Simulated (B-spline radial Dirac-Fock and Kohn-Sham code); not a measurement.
# Atomic SCF run for W

ΔSCF core binding energies without Breit or QED terms, calculated with an atomic code on a B-spline grid. Keys: rel is the Hamiltonian (dirac, or spin-free x2c and nr, where L3 and M5 stand for the whole 2p and 3d shells), method is hf or an exchange,correlation pair (spin-unpolarised, also for the hole states), nuc the nuclear model, radius_factor scales its radius, rmax is the box in bohr, h the logarithmic mesh step, order the B-spline order, points the quadrature points per cell, c_factor scales the speed of light, and damp, ndamp, maxit and tol steer the iteration. The run stops when the commutator error falls below 10·tol·max(1, Z/10), or the numerical noise floor, and the energy has settled to about 1e-8 Ha; the virial ratio is −V/T.

Input (task.json):

```json
{"items": [{"Z": 74, "q": 0, "cfg": [[1, 0, 2], [2, 0, 2], [2, 1, 6], [3, 0, 2], [3, 1, 6], [3, 2, 10], [4, 0, 2], [4, 1, 6], [4, 2, 10], [4, 3, 14], [5, 0, 2], [5, 1, 6], [5, 2, 4], [6, 0, 2]], "A": 184, "rrms": 5.3658, "do": "settings", "holes": ["K", "L3", "M5"],
  "settings": [{"rel": "dirac", "method": "hf", "nuc": "fermi", "radius_factor": 1.0, "rmax": 45.0, "h": 0.3, "order": 4, "points": 10, "c_factor": 1.0, "maxit": 100, "damp": 0.5, "ndamp": 3, "tol": 1e-08}]}]}
```

Command: `python xray2_run.py task.json out`

Ground-state iterations:

```
iter   energy (Ha)        error
   1   -16154.70052983  2.16e+00
   2   -16154.77010921  2.58e-01
   3   -16156.00379126  6.57e-02
   4   -16156.03926452  7.27e-03
   5   -16156.03952214  6.59e-03
   6   -16156.04003828  1.63e-03
   7   -16156.04007102  1.12e-04
   8   -16156.04007160  9.21e-05
   9   -16156.04007177  6.24e-06
  10   -16156.04007178  3.29e-06
  11   -16156.04007178  4.93e-07
```

The ground state converged in 11 iterations, with total energy -16156.04007 Ha, virial ratio 1.88821 and highest orbital energy -7.25 eV. ΔSCF binding energies: K (1s) 69877.6 eV, L3 (2p3/2) 10241.0 eV, M5 (3d5/2) 1818.8 eV.

Question: One setting is unsound. Which, and why?

Answer: order is too low for an accurate radial basis. With the default settings (Dirac Hartree-Fock): The ground state converged in 11 iterations, with total energy -16156.13543 Ha, virial ratio 1.88821 and highest orbital energy -7.26 eV. ΔSCF binding energies: K (1s) 69877.6 eV, L3 (2p3/2) 10240.9 eV, M5 (3d5/2) 1818.7 eV.
